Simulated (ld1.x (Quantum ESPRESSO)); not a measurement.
# Configuration tests for beryllium (Be) (ultrasoft)

beryllium, ultrasoft, made with ld1.x (Quantum ESPRESSO) 7.5 (LDA (PZ), fully relativistic). Core none, reference 1s2 2s1.5 2p0 (charge +0.5). Waves: 1s (bound): rcut 0.75, rcutus 1.00 bohr; 2s (bound): rcut 0.75, rcutus 1.00 bohr; 2p (bound, empty): rcut 3.95, rcutus 4.55 bohr; 2p channel at 0.35 Ry: rcut 3.95, rcutus 4.55 bohr. Local part: all-electron potential smoothed inside 1.40 bohr (lloc = -1). Core correction: none. Augmentation charge: built from norm-conserving waves at rcut, not smoothed further.

Open shells are filled in proportion to 2j + 1 (rel_dist='average').

Energies are relative to the spin-unpolarised reference configuration 1s2 2s1.5 2p0; without spin polarisation the order of configurations can differ from experiment.

```csv
valence configuration,charge,ΔE all-electron (eV),error AE − PS (meV)
1s2 2s2 2p0,0,-3.752,-430
1s2 2s0 2p0,+2,23.547,+3195
1s2 2s1 2p1,0,-0.232,+1360
1s2 2s0 2p2,0,3.320,+3165
1s1 2s2 2p0,+1,122.969,-6938
```

Problem. What are ΔE and the potential's error for 1s2 2s0 2p1?

Solution. ΔE = 9.582 eV all-electron; the error (AE − PS) is +3042 meV.

Problem. What are ΔE and the potential's error for 1s2 2s1 2p0?

Solution. ΔE = 5.768 eV all-electron; the error (AE − PS) is +711 meV.

Levels in the configuration 1s2 2s0 2p2:

| level | all-electron (eV) | pseudo (eV) |
| --- | --- | --- |
| 1s j=1/2 | -107.332 | -108.229 |
| 2p j=1/2 | -2.989 | -2.930 |
| 2p j=3/2 | -2.988 | -2.929 |

These tests converged, but a pseudo level misses the all-electron one widely, so the file describes the atom poorly there or has found another state: 1s2 2s0 2p0: empty 2s by 3.6 eV; 1s2 2s1 2p1: 2s by 1.3 eV; 1s1 2s2 2p0: 2s by 2.9 eV; 1s2 2s0 2p1: empty 2s by 2.1 eV.

A Bessel basis up to 400 Ry misses an occupied level by 2.84 Ry, so cutoffs and ghosts were not judged. The potential misses its own reference levels by up to 4.4 eV, so it is not fit for use.
